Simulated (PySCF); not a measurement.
## LaH: energy against distance

Set-up: La x2c-TZVPPall, H x2c-TZVPPall; spin-free X2C with a Gaussian nucleus (PySCF 2.14). Energies in eV from La (5d1 6s2) + H in their ground configurations at the same level. State: triplet, about 0.0 electrons in the 4f shell (Mulliken).

All columns are MN15. A positive dipole means La(−)H(+).

```csv
R (Å),E (eV),μ (D),Mulliken charge on La (basis-dependent),HOMO (eV),LUMO (eV),Mayer bond order,⟨S²⟩
1.786,-1.974,-2.27,0.25,-3.86,-0.76,0.98,2.00
1.869,-2.190,-2.57,0.27,-3.95,-0.82,0.96,2.00
1.952,-2.317,-2.87,0.28,-4.04,-0.88,0.94,2.00
2.015,-2.365,-3.11,0.29,-4.10,-0.92,0.93,2.00
2.077,-2.381,-3.34,0.30,-4.16,-0.96,0.92,2.00
2.139,-2.369,-3.57,0.30,-4.23,-1.01,0.91,2.00
2.222,-2.319,-3.88,0.31,-4.31,-1.07,0.91,2.00
2.326,-2.216,-4.26,0.31,-4.41,-1.19,0.90,2.00
2.451,-2.048,-4.70,0.31,-4.52,-1.35,0.90,2.00
2.617,-1.783,-5.27,0.31,-4.62,-1.59,0.89,2.00
```

A fit through these points gives, at Re = 2.079 Å, μ = -3.35 D and dμ/dR = -3.73 D/Å; the reduced mass is 1.001 u.

Question: How strong is the fundamental in the double-harmonic approximation, I = 42.26·(dμ/dR)²/μred km/mol?

Answer: I = 42.26·(-3.73)²/1.001 = 587 km/mol at MN15.

Spin–orbit coupling is left out, which matters for elements this heavy, above all for dissociation energies. The state is the lowest single determinant that the PBE0 search found; with open d or f shells the true ground state can be another one.
